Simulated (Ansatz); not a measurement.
Geometry optimisation, RKS PBE-D4/def2-SVP (Ansatz 0.2.0).

The input (input.yaml):

```yaml
crystal:
  periodic: [false, false, false]
  atoms:
    - { symbol: C, position_ang: [-0.8955, -1.9828, 0.2005] }
    - { symbol: C, position_ang: [-0.424, -0.8605, 0.0804] }
    - { symbol: Sn, position_ang: [0.4562, 1.0199, -0.1192] }
    - { symbol: H, position_ang: [-1.3296, -2.8757, 0.2794] }
    - { symbol: H, position_ang: [0.1854, 1.6495, -1.7243] }
    - { symbol: H, position_ang: [-0.1728, 2.1237, 1.0935] }
    - { symbol: H, position_ang: [2.2415, 0.858, 0.1441] }
basis:
  gaussian: { orbitals: def2-SVP }
hamiltonian:
  xc: pbe
  dispersion: d4
relax:
  f_tol: 0.02
  max_steps: 40
scf:
  lower_state_search: "off"
```

Run as:

```bash
$ ansatz run input.yaml --threads 1 --pin off --max-ram 2048MiB --backend cpu --events-out ev --progress --plain --runs-dir out
```

Q: Where does it end, and by what steps?

A: The forces met the threshold. After 5 steps the energy has fallen by 0.238 eV; Sn3 moved furthest, 0.06 Å.

```tsv
step	energy less start (eV)	largest force component (eV/Å)	accepted
0	0.0000	3.847	yes
1	-0.1729	1.221	yes
2	-0.2348	0.207	yes
3	-0.2378	0.160	yes
4	-0.2380	0.087	yes
5	-0.2380	0.002	yes
```

```xyz
7
Properties=species:S:1:pos:R:3
C -0.904 -1.950 0.192
C -0.384 -0.843 0.078
Sn 0.508 1.052 -0.115
H -1.363 -2.925 0.292
H 0.181 1.636 -1.702
H -0.180 2.089 1.075
H 2.203 0.872 0.135
```

Whether the end is a true minimum wasn't checked by a vibrational analysis.

Time of the run: 18 s on 1 thread of Intel(R) Xeon(R) Processor @ 2.50GHz (Skylake/Cascade Lake), with other jobs on the host, peak memory 0.11 GiB.
